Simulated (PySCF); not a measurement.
# Interval between two levels of Pb²⁺ by level of theory

Pb²⁺ [Xe] 4f14 5d10 6s2 → Pb²⁺ [Xe] 4f14 5d9 6s2 6p1 [3F4, M_J = 4], as a difference of total energies. All numbers are calculated (PySCF 2.14, the two-component X2C-1e Hamiltonian, in x2c-TZVPall-2c (11s11p9d3f, 110 functions)). Correlated levels: [Kr] 4d10 4f14 frozen; the 24 highest virtual spinors dropped. "Screened" scales the spin-orbit matrix elements by Boettger's factors to mimic the two-electron term; Breit and QED terms are absent.

```csv
method,interval between two levels (cm⁻¹)
GHF (screened spin-orbit),167670
GMP2 (screened spin-orbit),173680
```

The labels give the starting determinants; with spin-orbit coupling the two ends relaxed to ⟨J²⟩ = 0.00, ⟨L²⟩ = 0.20, ⟨S²⟩ = 0.20 and ⟨J²⟩ = 20.01, ⟨L²⟩ = 12.20, ⟨S²⟩ = 2.19.
